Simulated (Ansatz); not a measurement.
Basis-set extrapolation for CH4AlFO (PBE0-D4/def2-TZVP geometry, frozen core, the Gaussian-basis code of Ansatz). Multiplicity 1, RHF reference.

|  | def2-TZVPP | def2-QZVPP |
| --- | --- | --- |
| HF | -456.581787 | -456.599759 |
| MP2 correlation | -0.746259 | -0.808078 |
| CCSD(T) correlation | -0.794024 | not run |

Energies in hartree. Use E(X) = E(∞) + A·exp(−7.88·√X) for Hartree–Fock and E(X) = E(∞) + B·X^(−2.97) for correlation, with X = 3 and 4, and add CCSD(T) minus MP2 of the smaller set to the MP2 limit.

Q: What is the CCSD(T) energy at the basis-set limit?

A: HF limit: -456.599759 + (-0.017972) × 0.13774 = -456.60223. MP2 limit: -0.808078 + (-0.061819) × 0.74074 = -0.85387. Higher-order term: -0.794024 − (-0.746259) = -0.04776. Total: -457.50386 hartree, 80.4 kcal/mol below CCSD(T)/def2-TZVPP.
